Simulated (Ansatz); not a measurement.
B3PH10⁺, relaxed as a doublet with UKS B3LYP-D4/def2-SVP in Ansatz, starting from the B3LYP-D4/def2-SVP geometry of the neutral singlet. Force threshold 0.02 eV/Å.

The relaxation made no stability test and no search for a lower SCF solution.

Start:

```xyz
14

B    -1.4794   -0.0385   -0.3390
B    -0.6253    0.7751    0.9665
H    -1.7813    0.1695    0.9656
B     0.2569    0.5184   -0.6369
P     1.5700   -0.8341   -0.1558
H    -0.1357    0.2083   -1.7473
H    -2.2935    0.5912   -0.9670
H    -1.5038   -1.2459   -0.4367
H    -0.8407    1.9411    1.1830
H    -0.0015    0.1671    1.8186
H     0.8392    1.5762   -0.7062
H     2.4709   -0.4791    0.8720
H     1.0511   -2.0549    0.3307
H     2.4732   -1.2945   -1.1476
```

Problem. Estimate the energy that the relaxation releases and the steps that it takes.

Solution. 1.22 eV, in 19 steps; 26 s on 4 threads of Arm Neoverse V2 on a shared host. The force fell under the threshold at step 17, but the optimiser went on. No frequencies were taken in this run, so the end may be a saddle point.

Problem. Does the start keep its bonding?

Solution. By distances, no bond broke or formed. The bond that changes most is B4–H6, from 1.22 to 1.30 Å (atoms count from 1). A close non-bonded pair moves further: B4–H10, from 2.49 to 1.63 Å.

Problem. Predict the relaxed structure.

Solution. 
```xyz
14

B    -1.541    0.060   -0.508
B    -0.889    0.894    0.955
H    -1.791   -0.021    0.878
B     0.346    0.411   -0.275
P     1.786   -0.930   -0.076
H    -0.350   -0.230   -1.173
H    -2.080    0.975   -1.068
H    -1.970   -1.056   -0.679
H    -1.191    1.950    1.412
H     0.201    0.411    1.347
H     0.828    1.425   -0.697
H     2.833   -0.488    0.761
H     1.416   -2.192    0.439
H     2.402   -1.209   -1.315
```
Bond lengths: 3 × B–B 1.81 to 1.93 Å; 1 × B–P 1.98 Å; 7 × B–H 1.19 to 1.30 Å; 3 × H–P 1.41 Å.
